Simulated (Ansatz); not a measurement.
AlFH2SSi, SMILES `[F][Al]1[SiH2][S]1`, relaxed with RKS PBE0-D4/def2-TZVP in the Gaussian-basis code of Ansatz from a PBE-D4/def2-SVP geometry. The force threshold is 0.005 eV/Å; the program also tests the step.

The species carries charge 0 and has multiplicity 1.

Start:

```xyz
6

F     1.233   -1.902   -2.011
Al    0.435   -0.854   -0.985
Si   -0.009    0.547    0.805
S    -1.509    0.103   -0.842
H     0.347    2.008    0.878
H    -0.498    0.099    2.156
```

```json
{"step": "1", "energy (eV)": "-28051.6433", "largest force (eV/Å)": "0.853", "largest move (Å)": "0.000"}
{"step": "2", "energy (eV)": "-28051.6723", "largest force (eV/Å)": "0.519", "largest move (Å)": "0.026"}
{"step": "3", "energy (eV)": "-28051.6797", "largest force (eV/Å)": "0.038", "largest move (Å)": "0.017"}
{"step": "4", "energy (eV)": "-28051.6799", "largest force (eV/Å)": "0.012", "largest move (Å)": "0.004"}
{"step": "5", "energy (eV)": "-28051.6799", "largest force (eV/Å)": "0.006", "largest move (Å)": "0.002"}
{"step": "6", "energy (eV)": "-28051.6799", "largest force (eV/Å)": "0.001", "largest move (Å)": "0.001"}
```

End:

```xyz
6

F     1.207   -1.880   -1.999
Al    0.448   -0.853   -0.973
Si   -0.022    0.545    0.796
S    -1.477    0.102   -0.823
H     0.339    1.984    0.867
H    -0.496    0.102    2.132
```

Run time 20 s (2 threads of an Arm Neoverse V2 on a shared host); peak host memory 0.35 GiB.
